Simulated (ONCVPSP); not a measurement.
# P: ONCV pseudisation with PBEsol, scalar-relativistic reference atom.

The input file (ONCVPSP 4.0.1):

```
# ATOM AND REFERENCE CONFIGURATION
# atsym  z   nc   nv     iexc    psfile
  P 15.00    3    2  -116133      upf
#
#   n    l    f
    1    0    2.00
    2    0    2.00
    2    1    6.00
    3    0    2.00
    3    1    3.00
#
# PSEUDOPOTENTIAL AND OPTIMIZATION
# lmax
    2
#
#   l,   rc,      ep,       ncon, nbas, qcut
    0    1.45    0.00    4    7    5.60
    1    1.60    0.00    4    7    4.70
    2    1.45    0.11    4    7    6.70
#
# LOCAL POTENTIAL
# lloc, lpopt,  rc(5),   dvloc0
    0    5    1.45    0.00
#
# VANDERBILT-KLEINMAN-BYLANDER PROJECTORs
# l, nproj, debl
    0    0    1.90
    1    2    3.50
    2    2    1.70
#
# MODEL CORE CHARGE
# icmod, fcfact, rcfact
    3    3.50    1.10
#
# LOG DERIVATIVE ANALYSIS
# epsh1, epsh2, depsh
   -2.00    5.00    0.02
#
# OUTPUT GRID
# rlmax, drl
    6.00    0.01
#
# TEST CONFIGURATIONS
# ncnf
    4
# nvcnf
#   n    l    f
    2
    3    0    2.00
    3    1    2.00
#
    2
    3    0    2.00
    3    1    1.00
#
    2
    3    0    2.00
    3    1    0.00
#
    2
    3    0    0.00
    3    1    5.00
#
```

Command:

```bash
oncvpsp.x < P.dat > P.out
```

The program printed (shortened: citation, most of the input echo, consistency checks and plot data are left out):

```
ONCVPSP  (Optimized Norm-Conservinng Vanderbilt PSeudopotential)
scalar-relativistic version 4.0.1

#   n    l    f        energy (Ha)
    1    0    2.00    -7.6448628E+01
    2    0    2.00    -6.3785399E+00
    2    1    6.00    -4.5690766E+00
    3    0    2.00    -5.1144803E-01
    3    1    3.00    -2.0137692E-01

Reference configufation results
  iterations    25
  all-electron total energy (Ha)   -3.41313405D+02

Begin loop to  construct optimized pseudo wave functions
and semi-local pseudopoentials for all angular momenta

Calculating optimized projector #   1

 for l=   0

    Fraction of norm inside rc  0.289391
    Optimizing pswf for qcut=   5.61 a_B^-1,  ecut=  15.76 Ha
    Residual kinetic energy error=  2.49D-05 Ha

    Energy error per electron        Cutoff
         Ha          eV             Ha
         0.01000     0.27211        7.43
         0.00100     0.02721       10.77
         0.00010     0.00272       13.50
         0.00001     0.00027       46.91

   Wellstate for l =  1  n =  5
     eigenvalue =   3.2986
     asymptotic potential =   3.7986
     half-point radius =  3.0951

Calculating optimized projector #   1

 for l=   1

    Fraction of norm inside rc  0.233502
    Optimizing pswf for qcut=   4.71 a_B^-1,  ecut=  11.09 Ha
    Residual kinetic energy error=  1.09D-04 Ha

    Energy error per electron        Cutoff
         Ha          eV             Ha
         0.01000     0.27211        2.99
         0.00100     0.02721        4.51
         0.00010     0.00272       11.27
         0.00001     0.00027       26.06

Calculating optimized projector #   2

 for l=   1

    Fraction of norm inside rc  0.118680
    Optimizing pswf for qcut=   4.71 a_B^-1,  ecut=  11.09 Ha
    Residual kinetic energy error=  3.08D-03 Ha

    Energy error per electron        Cutoff
         Ha          eV             Ha
         0.01000     0.27211        7.54
         0.00100     0.02721       21.63
         0.00010     0.00272       73.71
         0.00001     0.00027       86.46

   Wellstate for l =  2  n =  3
     eigenvalue =   0.1100
     asymptotic potential =   0.6100
     half-point radius = 11.8277

   Wellstate for l =  2  n =  4
     eigenvalue =   1.8100
     asymptotic potential =   2.3100
     half-point radius =  2.9870

Calculating optimized projector #   1

 for l=   2

    Fraction of norm inside rc  0.022748
    Optimizing pswf for qcut=   6.71 a_B^-1,  ecut=  22.50 Ha
    Residual kinetic energy error=  6.22D-05 Ha

    Energy error per electron        Cutoff
         Ha          eV             Ha
         0.01000     0.27211        5.75
         0.00100     0.02721       13.76
         0.00010     0.00272       20.98
         0.00001     0.00027       62.94

Calculating optimized projector #   2

 for l=   2

    Fraction of norm inside rc  0.254444
    Optimizing pswf for qcut=   6.71 a_B^-1,  ecut=  22.50 Ha
    Residual kinetic energy error=  4.04D-03 Ha

    Energy error per electron        Cutoff
         Ha          eV             Ha
         0.01000     0.27211       19.74
         0.00100     0.02721       26.83
         0.00010     0.00272       51.35
         0.00001     0.00027       83.72

Construct Vanderbilt / Kleinmman-Bylander projectors

B matrix Hermiticity error, ll=   1
   1   2   -1.5517E-04

  Orthonormal projector coefficients -4.1356E+00  2.1603E+00

B matrix Hermiticity error, ll=   2
   1   2    2.1283E-05

  Orthonormal projector coefficients -9.2925E+00 -2.0665E+00

Model core correction analysis
  based on d2Exc/dn_idn_j

d2excae - all-electron derivatives

   -3.594045D-02   -2.851755D-02
   -2.851907D-02   -2.687498D-02

d2excps - pseudofunction derivatives with no core correction

   -3.864846D-02   -3.021118D-02
   -3.021338D-02   -2.786049D-02

rms 2nd derivative error    1.873746E-03

rmatch, rhocmatch    1.0408    1.2116

Teter function model core charge with specified parameters

d2excps - pseudofunction derivatives with core correction

   -3.732267D-02   -2.939525D-02
   -2.939752D-02   -2.735314D-02

rms 2nd derivative error    9.593242E-04

Pseudoatom total energy   -6.400968

Diagnostic tests using Vanderbilt-Kleinman-Bylander pseudopotentials
  1 or more projectors used as specified by nproj input data

   l    rcore       rmatch      e in        delta e   norm test  slope test

   0   1.4550312   1.4992091  -0.5114480  -0.0000030   1.0000007   0.9999691

   1   1.6011794   1.6497947  -0.2013769   0.0000011   1.0000244   1.0000100
   1   1.6011794   1.6497947   3.2986231   0.0000112   1.0001511   1.0001511

   2   1.4550312   1.4992091   0.1100000   0.0000119   1.0000550   1.0000550
   2   1.4550312   1.4992091   1.8100000   0.0000133   1.0001197   1.0001197

 Testing for bound ghosts
   n   l    E NL Schr. Eq   E Basis Diag.   E Cutoff

   2   1       -0.201376       -0.177341     85.94

 Testing for highly-localized positive-energy ghosts
       l    <radius>/rc     E Basis Diag.   E Cutoff

Test configuration 0

   n   l     f        eae           eps        diff
   1   0  2.0000  -76.44862841
   2   0  2.0000   -6.37853986
   2   1  6.0000   -4.56907659
   3   0  2.0000   -0.51144803   -0.51145106   -3.04D-06
   3   1  3.0000   -0.20137692   -0.20137585    1.07D-06

    Total energies and differences
      AE_ref= -3.41313405D+02  AE_tst= -3.41313405D+02  dif=  0.00D+00
      PS_ref= -6.40096850D+00  PS_tst= -6.40096850D+00  dif=  2.66D-15
      PSP excitation error= -2.66D-15

Test configuration 1

   n   l     f        eae           eps        diff
   1   0  2.0000  -76.84685028
   2   0  2.0000   -6.76886262
   2   1  6.0000   -4.96014388
   3   0  2.0000   -0.85361955   -0.85343113    1.88D-04
   3   1  2.0000   -0.52112793   -0.52100543    1.22D-04

    Total energies and differences
      AE_ref= -3.41313405D+02  AE_tst= -3.40957002D+02  dif=  3.56D-01
      PS_ref= -6.40096850D+00  PS_tst= -6.04458425D+00  dif=  3.56D-01
      PSP excitation error=  1.91D-05

Test configuration 2

   n   l     f        eae           eps        diff
   1   0  2.0000  -77.33751556
   2   0  2.0000   -7.24264896
   2   1  6.0000   -5.43541786
   3   0  2.0000   -1.24568710   -1.24484855    8.39D-04
   3   1  1.0000   -0.89082118   -0.89013679    6.84D-04

    Total energies and differences
      AE_ref= -3.41313405D+02  AE_tst= -3.40254658D+02  dif=  1.06D+00
      PS_ref= -6.40096850D+00  PS_tst= -5.34255275D+00  dif=  1.06D+00
      PSP excitation error=  3.32D-04

Test configuration 3

   n   l     f        eae           eps        diff
   1   0  2.0000  -77.91121725
   2   0  2.0000   -7.78884826
   2   1  6.0000   -5.98397377
   3   0  2.0000   -1.67407012   -1.67172642    2.34D-03

    Total energies and differences
      AE_ref= -3.41313405D+02  AE_tst= -3.39162989D+02  dif=  2.15D+00
      PS_ref= -6.40096850D+00  PS_tst= -4.25213532D+00  dif=  2.15D+00
      PSP excitation error=  1.58D-03

Test configuration 4

   n   l     f        eae           eps        diff
   1   0  2.0000  -76.56023844
   2   0  2.0000   -6.48789244
   2   1  6.0000   -4.67736994
   3   1  5.0000   -0.24118125   -0.24108215    9.91D-05

    Total energies and differences
      AE_ref= -3.41313405D+02  AE_tst= -3.40683072D+02  dif=  6.30D-01
      PS_ref= -6.40096850D+00  PS_tst= -5.77068951D+00  dif=  6.30D-01
      PSP excitation error=  5.42D-05
```

The run took about 2.3 s on one core of a shared server CPU.
